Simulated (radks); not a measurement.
Initial-state core-level shifts of neutral thallium when its valence configuration changes from [Hg] 6p1. Calculated with a radial shooting solver on a logarithmic mesh with Libxc functionals: Dirac Kohn-Sham, PBEsol, spin-unpolarised, spherical densities, finite nucleus; open shells fill j = l - 1/2 first; Fermi nuclear charge, rms radius 5.4759 fm. Shifts are changes of the shell-averaged eigenvalues in eV (positive: less bound); the change of the density at the nucleus, which sets a Mossbauer isomer shift, is in e/bohr^3, on a base of 2.52e+06.

valence                          2s       3d       4s       4p  density at nucleus
[Xe] 4f14 5d10 6s1 6p2       -1.467   -1.477   -1.486   -1.485              -184.3
[Xe] 4f14 5d8 6s2 6p3       -11.196  -11.128  -10.973  -10.963              +160.5
[Xe] 4f14 5d9 6s1 6p3        -7.221   -7.203   -7.145   -7.141              -134.5
[Xe] 4f14 5d9.5 6s2 6p1.5    -2.595   -2.584   -2.554   -2.553               +38.7
[Xe] 4f14 5d10 6p3           -3.480   -3.497   -3.518   -3.516              -392.3
[Xe] 4f14 5d7.5 6s2 6p3.5   -14.220  -14.123  -13.913  -13.900              +202.1
[Xe] 4f14 5d9 6s2 6p2        -5.200   -5.176   -5.110   -5.107               +79.0
[Xe] 4f13.5 5d10 6s2 6p1.5   -9.878  -10.860   -9.627   -9.317              +139.5
[Xe] 4f13.5 5d10 6s1 6p2.5  -11.632  -12.623  -11.399  -11.089               -61.4
